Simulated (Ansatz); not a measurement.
Ideal-gas functions of `[CH3][Al]1[CH2][S]1` at 400 K and 1 bar, from an Ansatz frequency run at PBE0-D4/def2-TZVP.

Molar mass 88.11 g/mol, point group C1 (symmetry number 1), electronic degeneracy 1, moments of inertia 42.926, 189.074, 225.626 u Å². Harmonic wavenumbers (cm⁻¹, unscaled): 25, 148, 152, 439, 526, 622, 633, 685, 696, 819, 962, 998, 1218, 1420, 1437, 1440, 3051, 3107, 3133, 3148, 3179.

Use S(trans) = R[1.5 ln M + 2.5 ln T − 1.1517]; rotational temperatures θ = 24.2544 K / I; S(rot) = R[ln(√π/σ · √(T³/θAθBθC)) + 1.5]; for each mode x = 1.438777 ν̃/T, S = R[x/(eˣ − 1) − ln(1 − e⁻ˣ)] and H = RT x/(eˣ − 1); 1 cm⁻¹ = 0.0119627 kJ/mol; R = 8.31446 J/(mol·K).

By hand: the entropy, in J/(mol·K).

Translation 170.8. Rotation: θ = 0.565, 0.1283, 0.1075 K, giving 112.1. Vibration, mode by mode: 28.35, 13.65, 13.44, 5.33, 4.15, 3.16, 3.06, 2.65, 2.56, 1.81, 1.20, 1.08, 0.57, 0.31, 0.29, 0.29, 0.00, 0.00, 0.00, 0.00, 0.00, in all 81.9. Electronic 0.0. Sum 364.8 J/(mol·K).

By hand: H − E and G − E in kJ/mol, counted from the electronic energy.

Zero-point energy ½ × 27838 × 0.0119627 = 166.5; thermal vibration 15.7; translation, rotation and pV give 4 RT = 13.3. H − E = 195.5 kJ/mol, and G − E = 195.5 − 400 × 364.8/1000 = 49.6 kJ/mol.

Vibration gives 22 % of the entropy, 42.0 J/(mol·K) of it from the modes under 150 cm⁻¹: soft modes count most, and the harmonic formula is weakest for them. The sum counts one conformer and one mirror image; others add a mixing term.
